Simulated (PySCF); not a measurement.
Dipole moment and polarisability of `Fc1c(Cl)sc2cc[nH]c12`

Species: C6H3ClFNS.
Cartesian coordinates in Å at the GFN2-xTB level; atoms count from 1:
```xyz
13
C6H3ClFNS angstrom
F      2.1305   -1.3964    1.1679
C      1.5475   -0.4356    0.4311
C      2.2282    0.5477   -0.2268
Cl     3.9231    0.7661   -0.2553
S      1.1725    1.6417   -1.0966
C     -0.2123    0.7512   -0.5597
C     -1.6149    0.7515   -0.6676
C     -2.0467   -0.3193    0.0732
N     -0.9830   -0.9716    0.6258
C      0.1522   -0.3281    0.2477
H     -2.2238    1.4418   -1.2133
H     -3.0479   -0.6613    0.2431
H     -1.0296   -1.7874    1.2128
```

Level: PBE0/def2-SVPD (PySCF), static field, nuclei fixed, core orbitals frozen in the response. The polarisability tensor in these axes (au):

```
x   156.07  13.24  -2.46
y    13.24  93.33 -20.93
z    -2.46 -20.93  77.87
```

Question: What are the eigenvalues, a third of the trace, and Δα (Δα² = ½Σ(αi − αj)² over the three pairs)?

Answer: Principal values 62.95, 105.01 and 159.32 au; mean 109.09 au = 16.17 Å³ = 17.99 × 10⁻⁴⁰ C²·m²/J; Δα = 83.69 au (77 % of the mean).

Question: What is the dipole moment, and where does it point?

Answer: (-3.16, -1.23, 0.65) D, 3.45 D in size, pointing from the negative to the positive side. Measured along this direction, the outermost atoms are Cl4 at the negative end and H12 at the positive end.

Question: What molar refraction does this α imply?

Answer: Lorentz–Lorenz: R = (4π/3)N_A α = 2.5225 cm³/(mol·Å³) × 16.17 Å³ = 40.8 cm³/mol, in the limit of long wavelengths.

Question: What depolarisation ratio follows for Rayleigh scattering of linearly polarised light, taking the static tensor?

Answer: ρ = 3Δα²/(45ᾱ² + 4Δα²) = 21011.8/(535554 + 28015.8) = 0.0373.

Question: Find the Langevin capture rate constant for H3O+ (19.018 u) meeting this molecule (174.966 u), k = 2.342 × 10⁻⁹ cm³/s × √(α in Å³ / reduced mass in u).

Answer: The reduced mass is 17.15 u, so k = 2.27 × 10⁻⁹ cm³/s. The formula leaves out the permanent dipole, which adds to the capture rate.

Question: What would n − 1 = 2πNα be for an ideal gas of these molecules at 500 K and 1 atm, electronic part alone?

Answer: N = p/kT = 1.4678 × 10¹⁹ cm⁻³, so n − 1 = 2π × N × 16.17 × 10⁻²⁴ cm³ = 1491 × 10⁻⁶ at long wavelengths.

Geometry: GFN2-xTB; no solvent, vibrations or thermal averaging.
